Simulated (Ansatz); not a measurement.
The first iterations of a band of C$_{3}$H$_{6}$OSi (11 atoms, charge 0, multiplicity 1).

Theory: Ansatz 0.2.0, RKS r2SCAN-D4/def2-SVP.

* movable images: 5
* climbing image: yes
* spring: 5.0 eV/Å²
* optimiser: lbfgs
* start path: IDPP
* force threshold: 0.05 eV/Å
* iteration limit: 60
* end points: relaxed
* largest step: 0.02 Å

First end point:

```xyz
11
Properties=species:S:1:pos:R:3
C -1.502 0.896 1.864
C -0.662 0.184 1.334
Si 0.585 -0.828 0.436
C 0.781 0.021 -1.253
O -0.484 0.177 -1.876
H -2.238 1.513 2.349
H 1.859 -0.863 1.215
H 0.048 -2.209 0.279
H 1.325 0.984 -1.144
H 1.398 -0.606 -1.920
H -1.046 0.674 -1.263
```

Last end point:

```xyz
11
Properties=species:S:1:pos:R:3
C -0.754 1.633 2.323
C -0.426 0.703 1.601
Si 0.081 -0.639 0.458
C 0.415 0.030 -1.290
O 0.724 -1.043 -2.173
H -1.043 2.446 2.965
H 1.299 -1.318 0.984
H -1.020 -1.646 0.357
H -0.428 0.655 -1.651
H 1.297 0.692 -1.268
H -0.079 -1.569 -2.284
```

| iteration | highest image above the first end (eV) | largest band force component (eV/Å) |
| --- | --- | --- |
| 1 | 0.275 | 1.349 |
| 2 | 0.239 | 0.597 |
| 3 | 0.209 | 0.610 |
| 4 | 0.202 | 1.351 |
| 5 | 0.198 | 2.487 |
| 6 | 0.198 | 0.319 |
| 7 | 0.193 | 0.347 |
| 8 | 0.189 | 0.941 |
| 9 | 0.187 | 2.155 |
| 10 | 0.186 | 0.245 |

Question: Does the band converge within its limit, and where does its top end?

Answer: The forces met the threshold. It ended after 31 iterations with the highest image 0.156 eV above the first end. Another band between the same ends (5 images) ends at a top of the same energy, where a vibrational analysis finds 1 clearly imaginary mode.

Time of the run: 6.2 min on 2 threads of Arm Neoverse V2, with other jobs on the host, peak memory 0.16 GiB.
